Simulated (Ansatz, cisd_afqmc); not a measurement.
Species: PN, charge 0, singlet. PN (azanylidynephosphane, SMILES N#P).
B3LYP-D3(BJ)/def2-TZVP minimum from Ansatz (a quantum-chemistry and plane-wave program):
```
N
P 1 1.4828
```

Total energies in cc-pV(D+d)Z, 10 correlated electrons, 6 frozen orbitals. UHF or UKS for unpaired electrons; spin-orbit terms are left out. Correlated methods leave the cores frozen. No relativity. The Monte Carlo rows (phaseless AFQMC, CISD trial, step 0.005/hartree) carry one-sigma bars that omit the constraint's bias. Outlying blocks are dropped, and bars are widened where a walk drifts. Over all cases where full CI ran beside it in this data, AFQMC minus full CI had a median of +0.1 mEh and passed +0.4 mEh in a tenth of the cases. The restricted determinant of NP (N#P, singlet) is unstable towards broken spin symmetry in at least one set run.

```tsv
method	program	energy (Eh)	minus CCSDTQ (mEh)
HF	Ansatz	-395.15187	310.14
MP2	Ansatz	-395.44021	21.80
CCSD	Ansatz	-395.44408	17.93
CCSD(T)	Ansatz	-395.45992	2.09
CCSDT(Q)	Ansatz	-395.46242	-0.42
CCSDTQ	Ansatz	-395.46201	0.00
AFQMC/CISD	cisd_afqmc	-395.4609 ± 0.0004	1.1 ± 0.4
```

Rough core times of Ansatz's runs on a shared machine: CCSD(T) under 20 s, CCSDT(Q) under 20 s, CCSDTQ 90 s.
